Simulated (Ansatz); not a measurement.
In₇Sb₇H₂₀⁺, a nanocrystal cut from zinc blende InSb (hydrogen-capped). Total charge 1; doublet. Geometry PBE-D4/def2-SVP, that of the neutral singlet; atoms count from 1.

```xyz
34

In   -3.991    0.327    2.212
In    3.345   -3.115   -1.135
In    0.673   -0.678    2.598
In   -1.647   -1.705   -1.440
In   -3.026    2.864   -1.890
In    1.608    1.778   -1.380
In   -0.623    3.921    2.275
Sb    0.638   -3.477   -2.001
Sb   -1.766   -1.431    1.374
Sb   -2.860    2.663    0.975
Sb    2.708   -2.560    1.604
Sb    3.541   -0.371   -1.943
Sb    1.285    1.827    1.431
Sb   -0.892    0.869   -2.346
H    -3.811    0.397    3.942
H    -5.338   -0.267    1.284
H     4.580   -4.258   -1.550
H     0.811   -0.841    4.328
H    -2.963   -2.511   -2.250
H    -4.453    2.060   -2.480
H    -2.307    4.348   -2.447
H     2.339    3.161   -2.151
H    -0.714    3.706    4.000
H    -0.099    5.319    1.381
H     0.249   -5.103   -1.586
H     0.749   -3.791   -3.691
H    -1.994   -3.051    1.919
H    -4.086    3.803    1.392
H     2.508   -4.104    2.340
H     4.225   -2.246    2.357
H     5.126    0.117   -1.476
H     3.905   -0.424   -3.625
H     2.879    2.148    2.004
H    -0.597    0.624   -4.027
```

In the def2 sets In, Sb take a core potential; there is no spin–orbit coupling. Single mean-field runs in def2-SVP are fitted with def2-universal-jkfit.

(1) Estimate the Mulliken populations of the heavy atoms from the PBE0/def2-SVP orbitals of Ansatz.

(2) Where does the spin sit?

(3) And the Mayer bond orders between heavy atoms (over 0.3)?

## Answers

(1) 
```tsv
atom	charge (e)	spin (α − β)
In1	0.27	0.14
In2	0.23	0.01
In3	0.24	0.00
In4	0.24	0.00
In5	0.25	0.01
In6	0.23	-0.01
In7	0.26	0.02
Sb8	-0.01	0.00
Sb9	-0.14	0.21
Sb10	-0.12	0.43
Sb11	-0.01	0.00
Sb12	0.00	0.03
Sb13	-0.17	0.08
Sb14	-0.17	0.07
```
Mulliken values depend strongly on the basis.

(2) Summed by element: In 0.18, Sb 0.82, H 0.00, of 1 unpaired in all. Largest on single atoms: Sb10 0.43, Sb9 0.21, In1 0.14.

(3) In1–Sb9 0.55 (2.96 Å); In1–Sb10 0.54 (2.88 Å); In2–Sb8 0.74 (2.87 Å); In2–Sb11 0.74 (2.87 Å); In2–Sb12 0.74 (2.87 Å); In3–Sb9 0.77 (2.83 Å); In3–Sb11 0.61 (2.94 Å); In3–Sb13 0.80 (2.83 Å); In4–Sb8 0.60 (2.95 Å); In4–Sb9 0.77 (2.83 Å); In4–Sb14 0.80 (2.83 Å); In5–Sb10 0.65 (2.88 Å); In5–Sb14 0.55 (2.96 Å); In6–Sb12 0.59 (2.95 Å); In6–Sb13 0.81 (2.83 Å); In6–Sb14 0.81 (2.83 Å); In7–Sb10 0.65 (2.88 Å); In7–Sb13 0.55 (2.96 Å).
